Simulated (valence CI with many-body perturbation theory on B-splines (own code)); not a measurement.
Results of a calculation; reference values are marked as such.
Tl50+: what the settings do

Level of theory: relativistic CI+MBPT: three valence electrons over a frozen Dirac-Fock core [Ar] 3d10, a basis of 6 s, 6 p, 5 d, 3 f, 1 g functions for each j, with the one-electron correlation potential Σ1 (screened to all orders), the two-electron term Σ2, the three-electron term Σ3, Breit, model QED; selected single and double excitations, second order for the rest, scaled by the run's own slope (own B-spline code, finite nucleus).

The last digits are not significant, and no measured levels were compared; by estimate large intervals hold to a few tenths of a per cent, small ones and those within an open d or f shell to about a per cent.

The reference run has the lowest level (4s^2 4p1/2) J=1/2 and an ionisation energy of 2925.89 eV. Its largest variational space holds 2762 state functions.

Levels are named by their leading jj configuration (3d3/2^4 stands for four electrons in 3d with j = 3/2), which in mixed levels can hold well under half, so a name can repeat and another be missing. Letters in brackets count levels of one name in rising energy.

Changed runs:
A. highest l with Σ1, explicit Σ2 and valence Breit (higher l get mean screening factors) 3 → 1
B. scale of Σ1 1 → 0; scale of Σ2 1 → 0; three-electron term on → off; natural orbitals for correlation on → off
C. core polarisation of operators on → off; logarithmic knot step 0.27 → 0.4
D. correlating orbitals by l 3 3 3 2 1 → 0 0 0 0 0 (bad on purpose)

Excitation energies of the reference run in cm⁻¹, and shifts in cm⁻¹:

```csv
Level,Reference,A,B,C,D
(4s 4p1/2^2) J=1/2,930386,-19,+775,-12,-45
(4s^2 4p3/2) J=3/2,1283750,+42,-3948,-4.0,-62
(4s 4p1/2 4p3/2) J=3/2 [a],2088110,-114,-7480,-16,-812
(4s 4p1/2 4p3/2) J=5/2,2167000,+140,-4913,-16,-263
(4s 4p1/2 4p3/2) J=3/2 [b],2276040,+42,-301,-16,+225
(4s 4p1/2 4p3/2) J=1/2,2295260,+267,+3356,-16,+261
(4s^2 4d3/2) J=3/2,2788530,-20284,+5952,-15,+876
(4s^2 4d5/2) J=5/2,3038960,-20551,+1902,-16,+517
(4p1/2^2 4p3/2) J=3/2,3203940,+124,+2042,-28,-142
(4s 4p3/2^2) J=5/2,3431500,-1233,-7116,-19,-153
(4s 4p1/2 4d3/2) J=3/2 [a],3520580,-18795,-3564,-27,-506
(4s 4p3/2^2) J=1/2,3577610,+221,-3516,-20,+667
Ionisation energy (eV),2925.89,-0.045,-2.08,-0.0052,-0.15
```
